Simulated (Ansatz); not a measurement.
Basis-set extrapolation for C4H8O3, SMILES `COC1OCCO1` (PBE0-D4/def2-TZVP geometry, frozen core, the Gaussian-basis code of Ansatz). Multiplicity 1, RHF reference.

```json
{"": "HF", "def2-TZVPP": "-380.850736", "def2-QZVPP": "-380.868204"}
{"": "MP2 correlation", "def2-TZVPP": "-1.372000", "def2-QZVPP": "-1.471665"}
{"": "CCSD(T) correlation", "def2-TZVPP": "-1.467031", "def2-QZVPP": "not run"}
```

Energies in hartree. Use E(X) = E(∞) + A·exp(−7.88·√X) for Hartree–Fock and E(X) = E(∞) + B·X^(−2.97) for correlation, with X = 3 and 4, and add CCSD(T) minus MP2 of the smaller set to the MP2 limit.

Task: What is the CCSD(T) energy at the basis-set limit?

Result: HF limit: -380.868204 + (-0.017468) × 0.13774 = -380.87061. MP2 limit: -1.471665 + (-0.099665) × 0.74074 = -1.54549. Higher-order term: -1.467031 − (-1.372000) = -0.09503. Total: -382.51113 hartree, 507.7 kJ/mol below CCSD(T)/def2-TZVPP.
